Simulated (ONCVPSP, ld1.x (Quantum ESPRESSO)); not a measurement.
**Potentials for Ar (Z = 18) compared**

Generated with ld1.x 7.5 (TM, RRKJ, ultrasoft, PAW), atompaw 4.2 or ONCVPSP 4.0.1. The cutoff is in Ry: for ld1.x and atompaw files where the sum of valence levels is converged to 10 mRy in a Bessel basis, for ONCV files where the hardest occupied wave has 1 mHa per electron of residual kinetic energy. The error is the largest all-electron minus pseudo excitation energy over each file’s own four to seven test configurations (ionisations up to +4, promotions, holes and added fractions of an electron), all of which were solved. The labels leave out finer settings (local radius, basis sizes, second energies), which also bear on the numbers. Spin-polarised tests are not counted. The rows are a selection from randomly drawn settings: files with unsolved tests, undetermined cutoffs or missed reference levels are left out.

A true bound ghost makes a file unfit for plane-wave use even where its test errors are small: the radial tests pick states by their node count and pass the ghost by.

| potential | cutoff (Ry) | largest error (meV) | bound ghosts |
| --- | --- | --- | --- |
| ONCV, PBEsol, scalar-relativistic, rc 0.65/0.80 (sp), local smoothed, core correction no, reference 2s2 2p6 3s2 3p6, qcut 18.7/15.9, projectors 2/3 | 237 | +7.9 | none |
| TM, PBEsol, non-relativistic, rc 1.15/1.05 (sp), local smoothed, core correction yes, reference 3s2 3p6 | 90 | +466 | none |
| TM, PBE, scalar-relativistic, rc 1.30/1.15/1.30 (spd), local p, core correction no, reference 3s2 3p6 | 70 | +190 | none |
| RRKJ, LDA (PZ), scalar-relativistic, rc 0.85/1.15 (sp), local s, core correction no, reference 3s2 3p6 | 140 | +428 | none |
| ONCV, PW91, scalar-relativistic, rc 1.15/0.90/1.25 (spd), local smoothed, core correction yes, reference 3s2 3p5.5, qcut 5/8.8/7.3, projectors 2/1/2 | 325 | +71 | none |
| ONCV, BLYP, scalar-relativistic, rc 1.15/0.90/0.95 (spd), local smoothed, core correction no, reference 3s2 3p4, qcut 6.8/8.5/10.7, projectors 2/2/2 | 562 | +75 | p |
| ONCV, PBEsol, scalar-relativistic, rc 1.25/1.35/1.30 (spd), local smoothed, core correction no, reference 3s2 3p4.5, qcut 5.1/5.6/6.6, projectors 1/2/1 | 121 | +113 | none |

Q: Fill in the row for Ar: ONCV, PBEsol, scalar-relativistic, rc 0.85/1.15/1.05 (spd), local s, core correction yes, reference 3s2 3p5.5, qcut 8.4/6.5/10.8, projectors 0/2/2.

A: cutoff 266 Ry, largest error +139 meV, bound ghosts: none.

Q: Fill in the row for Ar: ultrasoft, LDA (PZ), scalar-relativistic, rc 1.25/1.25 (sp), local smoothed, core correction yes, reference 3s2 3p4.

A: cutoff 35 Ry, largest error +21 meV, bound ghosts: none.
